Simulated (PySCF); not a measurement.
Gas-phase reaction: K2Cl2 ⇌ 2 KCl

Method: PySCF energies plus ideal-gas RRHO corrections (1 bar). 'Table' is the NASA 1993 thermochemical table (part measured, part estimated). † marks an energy on the PBE0/def2-TZVP geometry and frequencies; other levels use their own. MP2 freezes the core. All species are closed-shell singlets. For K the outer core is correlated in a valence basis, which is rough. MP2 isn't extrapolated to the basis-set limit; its ΔH°(298 K) is 224.1 kJ in def2-SVP and 188.0 kJ in def2-TZVPP. The harmonic model lacks anharmonicity and excited electronic states, which grow with temperature; levels with a mode under 35 cm⁻¹ are left out. Soft modes under 120 cm⁻¹ make the harmonic entropy rough for K2Cl2. The table's entry may be an old estimate for K2Cl2 (not checked at source).

```tsv
level	ΔH°(298 K), kJ	minus table	ΔG°(600 K), kJ
table	188.3	-	114.0
M06-2X/def2-TZVP†	189.1	0.8	114.7
MP2/def2-SVP†	224.1	35.8	149.7
PBE/def2-TZVP†	174.9	-13.4	100.6
PBE0/def2-QZVP†	172.2	-16.1	97.9
PBE0/def2-SVP†	212.2	23.9	137.9
PBE0/def2-TZVP	178.2	-10.1	103.8
LDA/def2-TZVP†	191.9	3.6	117.5
```
